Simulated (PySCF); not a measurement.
Correlation energy of C²⁺ (carbon, charge +2)

[He] 2s2, closed-shell 1S. Calculation: PySCF 2.14, in aug-cc-pVQZ-DK (6s5p4d3f2g, 80 functions); the spin-free X2C one-electron Hamiltonian (Gaussian nucleus). Frozen: 1s2; 2 electrons correlated.

With two correlated electrons CCSD is exact within the correlated space (frozen core and kept virtual orbitals).

| level | correlation energy (mhartree) |
| --- | --- |
| CCSD | -74.57 |

Diagnostics: T1 = 0.0091, D1 = 0.0128, largest double amplitude 0.155.

A double-excitation amplitude exceeds 0.15, a sign of near-degeneracy.

Cost of the coupled-cluster step: of the order of 3 core-seconds, for 2 correlated electrons.

Iterations:

```
CC2 = 0
CCSD nocc = 1, nmo = 79
frozen orbitals [0]
max_cycle = 100
direct = 0
conv_tol = 1e-08
conv_tol_normt = 1e-06
diis_space = 8
diis_start_cycle = 0
Init t2, MP2 energy = -36.469229543633  E_corr(MP2) -0.045681217476648
Init E_corr(CCSD) = -0.0456812174769402
cycle = 1  E_corr(CCSD) = -0.0595486660747543  dE = -0.0138674486  norm(t1,t2) = 0.0633049
cycle = 2  E_corr(CCSD) = -0.0667171313857003  dE = -0.00716846531  norm(t1,t2) = 0.0340028
cycle = 3  E_corr(CCSD) = -0.0746916803255894  dE = -0.00797454894  norm(t1,t2) = 0.0181035
cycle = 4  E_corr(CCSD) = -0.0745346416462042  dE = 0.000157038679  norm(t1,t2) = 0.000278627
cycle = 5  E_corr(CCSD) = -0.0745906292847642  dE = -5.59876386e-05  norm(t1,t2) = 9.42099e-05
cycle = 6  E_corr(CCSD) = -0.0745737037827641  dE = 1.6925502e-05  norm(t1,t2) = 4.0956e-05
cycle = 7  E_corr(CCSD) = -0.0745720347972253  dE = 1.66898554e-06  norm(t1,t2) = 3.54587e-06
cycle = 8  E_corr(CCSD) = -0.0745721518944764  dE = -1.17097251e-07  norm(t1,t2) = 2.55502e-07
cycle = 9  E_corr(CCSD) = -0.0745721440894702  dE = 7.8050062e-09  norm(t1,t2) = 2.99136e-08
CCSD converged
E(CCSD) = -36.49812047024579  E_corr = -0.07457214408947024
```
